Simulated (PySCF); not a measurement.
Computed IR spectrum (relative IR intensity) of a molecule C6H10. Geometry: B3LYP-D3(BJ)/def2-SVP. One conformer was computed; it need not be the lowest. All values below come from B3LYP-D3(BJ)/def2-SVP (PySCF 2.14.0). Harmonic, unscaled wavenumbers; measured fundamentals usually lie a few per cent lower.

ν (cm⁻¹): 89 (vw), 157 (w), 292 (w), 425 (w), 786 (w), 1074 (w), 1084 (vw), 1165 (w), 1353 (s), 1395 (vw), 1448 (w), 1467 (m), 1479 (w), 3017 (vs), 3035 (vs), 3052 (m), 3120 (vs), 3125 (s) (against the strongest line: vs over 80 %, s over 45 %, m over 15 %, w over 4 %, vw less)

Problem. Which structure fits?
A) C=C(C)C1CC1
B) CCC#CCC
C) CC1=C(C)CC1
D) C/C=C/C1CC1

Solution. B, CCC#CCC
